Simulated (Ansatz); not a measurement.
`[OH][Al]([Cl])[Cl]` + HBr → `[OH][Al]([Cl])[Br]` + HCl at 298.15 K and 1 bar (ligand exchange at the Al–Cl bond).

Computed with Ansatz on PBE0-D4/def2-TZVP structures; ΔE is electronic, products minus reactants. CBS: MP2 limit from def2 TZ/QZ plus the TZ coupled-cluster correction, frozen cores. This one scheme is used for every species. For Br outer-core shells are correlated without core-valence functions, which leaves a few kJ/mol of doubt a bond. Scalar relativity is left out up to krypton. One conformer a species, not always the lowest.

| species | CCSD(T)/CBS energy (Eh) | H − E (kJ/mol) | S (J/(mol·K)) |
| --- | --- | --- | --- |
| `[OH][Al]([Cl])[Cl]` | -1237.55309 | 61.8 | 323.3 |
| HBr | -2573.91920 | 24.6 | 198.6 |
| `[OH][Al]([Cl])[Br]` | -3351.09145 | 61.3 | 335.0 |
| HCl | -460.38127 | 26.6 | 186.8 |

H − E and S are ideal-gas, rigid-rotor, harmonic terms from PBE0-D4/def2-TZVP, for one conformer and one mirror image of each species. 1 Eh = 2625.50 kJ/mol, R = 8.31446 J/(mol·K).

Task: By hand: ΔE, ΔH, ΔS and ΔG.

Result: ΔE = (-3351.09145) + (-460.38127) − (-1237.55309) − (-2573.91920) = -0.00043 Eh = -1.1 kJ/mol. Δ(H − E) = 61.3 + 26.6 − 61.8 − 24.6 = 1.5, so ΔH = 0.4 kJ/mol. ΔS = 335.0 + 186.8 − 323.3 − 198.6 = -0.1 J/(mol·K). ΔG = 0.4 − 298.15 × (-0.1)/1000 = 0.4 kJ/mol.

Task: By hand: the equilibrium constant, and the temperature at which ΔG would vanish if ΔH and ΔS stayed fixed.

Result: log₁₀ K = −ΔG/(RT ln 10) = -0.1. ΔH and −TΔS have one sign here, so there is no such temperature.

The number of gas molecules stays the same, so ΔS is small and ΔH decides. The sign of ΔG lies within the doubt. A doubt of 5 kJ/mol in ΔE shifts log₁₀ K by 0.9 here. Other conformers and mirror images would add mixing entropy, several J/(mol·K) or more a flexible species. These are equilibria of isolated gas molecules and say nothing of rates. Largest T1 diagnostic: 0.010 (customary marks: 0.02 for closed shells, 0.045 for open ones).

ΔS is within the doubt of such terms, so its sign, and with it that verdict, could turn.
